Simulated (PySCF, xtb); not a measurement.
tert-butylarsine (C4H11As), SMILES CC([AsH2])(C)C.

Harmonic wavenumbers (cm⁻¹) from GFN2-xTB (xtb 6.7.1) at its own minimum, in rising order: 139, 218, 229, 238, 264, 265, 285, 383, 384, 532, 724, 731, 859, 960, 966, 967, 1014, 1031, 1031, 1190, 1231, 1233, 1403, 1404, 1424, 1484, 1485, 1489, 1502, 1502, 1503, 1908, 1917, 2974, 2979, 2981, 2982, 2986, 2989, 2996, 2997, 2999.

Q: What does PySCF with PBE0-D3(BJ)/def2-SVP give at its own minimum? (Estimate from the structure and the level; the computed values follow.)

A: 155, 231, 247, 251, 284, 293, 294, 380, 382, 543, 735, 749, 845, 953, 955, 957, 994, 1036, 1037, 1196, 1245, 1251, 1381, 1381, 1405, 1447, 1452, 1454, 1472, 1475, 1483, 2199, 2213, 3030, 3035, 3038, 3121, 3123, 3125, 3142, 3144, 3152. Paired by order, the mean absolute difference is 51 cm⁻¹ and the zero-point energies are 84.0 and 86.2 kcal/mol.
